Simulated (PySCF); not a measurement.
MoCl₄H₂, SMILES [Cl][MoH2]([Cl])([Cl])[Cl], multiplicity 1.

Geometry optimised at B3LYP-D3(BJ)/def2-SVP. The spin state was assumed, not searched. The structure was generated by enumeration; whether it is a known compound was not checked. The def2 effective core potentials stand for the cores of Mo; spin–orbit coupling is left out.

Level of theory: TDA-PBE/def2-SVPD run with PySCF.

Vertical excitations.  State labels are in the subgroup C2v.

| state | symmetry | energy (eV) | λ (nm) | f | main pairs |
|---|---|---|---|---|---|
| S1 | A2 | 1.42 | 873 | 0.000 | HOMO→LUMO 100 % |
| S2 | B2 | 1.61 | 770 | 0.003 | HOMO→LUMO+1 97 % |
| S3 | B1 | 2.25 | 552 | 0.001 | HOMO−1→LUMO 91 % |
| S4 | A1 | 2.44 | 507 | 0.000 | HOMO−2→LUMO 68 %, HOMO−1→LUMO+1 32 % |
| S5 | A2 | 2.62 | 473 | 0.000 | HOMO−4→LUMO 87 % |
| S6 | A2 | 2.70 | 460 | 0.000 | HOMO−3→LUMO+1 87 % |
| S7 | B2 | 2.70 | 459 | 0.001 | HOMO−3→LUMO 56 %, HOMO−4→LUMO+1 39 % |
| S8 | B1 | 2.98 | 415 | 0.024 | HOMO−2→LUMO+1 67 %, HOMO→LUMO+2 23 % |
| S9 | B2 | 2.98 | 415 | 0.017 | HOMO−5→LUMO 45 %, HOMO−4→LUMO+1 41 %, HOMO−3→LUMO 12 % |
| S10 | A1 | 3.21 | 386 | 0.023 | HOMO−1→LUMO+1 58 %, HOMO−2→LUMO 28 % |
| T1 | A2 | 1.20 | 1035 | 0 | HOMO→LUMO 100 % |
| T2 | B2 | 1.28 | 965 | 0 | HOMO→LUMO+1 100 % |
| T3 | B1 | 2.07 | 598 | 0 | HOMO−1→LUMO 96 % |
| T4 | A1 | 2.09 | 593 | 0 | HOMO−1→LUMO+1 94 % |
Triplets are in the Tamm–Dancoff approximation.
